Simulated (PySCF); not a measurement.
Selenium: a sound run and one with changed settings

Sound run: Se [Ar] 3d10 4s2 4p4, Se⁺ [Ar] 3d10 4s2 4p3. Calculation: PySCF 2.14, in 6-31G*; no relativity, point nucleus. In the sound run the correlated levels freeze [Ar] 3d10. The sound run starts from symmetry-adapted Hartree-Fock orbitals and uses a fine grid where one is needed.

Changed run: all electrons correlated in a basis built for the valence shell.

```csv
species,method,sound run (hartree),changed run (hartree),converged
Se,MP2,-2399.59300,-2399.76770,yes
Se⁺,MP2,-2399.26649,-2399.43972,yes
```

Ionisation energy of Se:

```
 method  sound run (eV)  changed run (eV)
    UHF           8.519             8.519
    MP2           8.885             8.925
SCS-MP2           8.902             8.925
```

A valence basis has no tight correlating functions, so it recovers only part of the core correlation, and not evenly between atom and ion.

For comparison, NIST gives 9.752 eV between the lowest levels.
